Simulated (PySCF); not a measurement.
# Predicted spectroscopic data

PySCF calculation with structure optimised with GFN2-xTB and shielding tensors at PBE0/pcSseg-1 (GIAO); non-relativistic, one averaged value for each set of equivalent atoms, no solvent, single conformer.

δ = σ(ref) − σ, references computed at the same level: TMS for ¹H (σref 31.72) and ¹³C (σref 186.93). Where no couplings were computed, multiplicities follow the n + 1 count of equivalent neighbours, and m marks all less simple cases (inequivalent or close neighbours, rings, F or P nearby). Acid and N–H amide carbonyl carbons lie up to 10 ppm further downfield in solution (hydrogen bonding). Shifts are as computed. Against solution values, carbons near 30 ppm lie about +3 ppm off and those near 130 ppm about +5 ppm. Of 1309 compounds with measured shifts, 239 miss one by over three times the rms of a fit or turn the order of signals round; such compounds aren't used in these exercises. OH and NH positions are gas-phase values without hydrogen bonding to other molecules.

Compound 1 (C₅H₉NO₂Si). ¹H NMR (400 MHz, computed): δ 7.30 (m, 1H), 6.47 (m, 1H), 5.64 (m, 1H), 4.86 (m, 1H), 4.84 (m, 1H), 4.84 (br s, 1H), 2.02 (s, 3H). ¹³C{¹H} NMR (computed): δ 179.0 (C), 160.2 (CH), 133.3 (CH), 76.8 (CH2), 24.0 (CH3). Structure: `InChI=1S/C5H9NO2Si/c1-5(7)6-9-4-2-3-8-9/h2,4,9H,3H2,1H3,(H,6,7)/t9-/m1/s1`.

Compound 2 (C₅H₉NO₂Si). ¹H NMR (400 MHz, computed): δ 9.30 (d, 1H), 8.32 (d, 1H), 5.38 (s, 2H), 4.89 (br s, 1H), 4.70 (br s, 1H), 3.66 (s, 3H). ¹³C{¹H} NMR (computed): δ 200.2, 175.7, 170.5, 99.8, 55.9. Structure: `[SiH2](C(=C)OC)/N=C/C=O`.

Compound 3 (C₇H₉NO). ¹H NMR (400 MHz, computed): δ 6.77 (br, 1H), 6.60 (m, 1H), 6.27 (m, 1H), 5.75 (d, 1H), 3.89 (m, 2H), 2.03 (s, 3H). ¹³C{¹H} NMR (computed): δ 166.8, 153.4, 137.3, 131.4, 112.6, 45.7, 25.2. Structure: `InChI=1S/C7H9NO/c1-6(9)8-7-4-2-3-5-7/h2-4H,5H2,1H3,(H,8,9)`.
